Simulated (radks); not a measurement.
The numbers below are computed, except where a source is named.
Q: Species: Tc I. Configuration: [Kr] 4d5 5s2. Level of theory: scalar-relativistic Kohn-Sham, PBEsol, spin-unpolarised, spherical densities, finite nucleus; Fermi nuclear charge, rms radius 4.4112 fm (a radial shooting solver on a logarithmic mesh with Libxc functionals). Some entries of the table are withheld. Estimate them.

| orbital | occ. | eigenvalue (eV) | <r^2> (bohr^2) | <r> (bohr) |
|---|---|---|---|---|
| 1s | 2 | -20855.24 | 0.001588 | 0.03430 |
| 2s | 2 | -2975.687 | (1) | 0.1497 |
| 2p | 6 | -2663.812 | 0.02078 | 0.1304 |
| 3s | 2 | -518.0656 | 0.1979 | 0.4157 |
| 3p | 6 | -415.6979 | (2) | 0.4166 |
| 3d | 10 | -249.8855 | 0.1912 | 0.3991 |
| 4s | 2 | -73.3139 | 1.267 | 1.057 |
| 4p | 6 | -45.3008 | 1.576 | 1.172 |
| 4d | 5 | -6.6709 | 3.669 | 1.725 |
| 5s | 2 | -5.0815 | 12.36 | 3.281 |

A: 
(1) 2s <r^2> (bohr^2): 0.02640
(2) 3p <r^2> (bohr^2): 0.2019
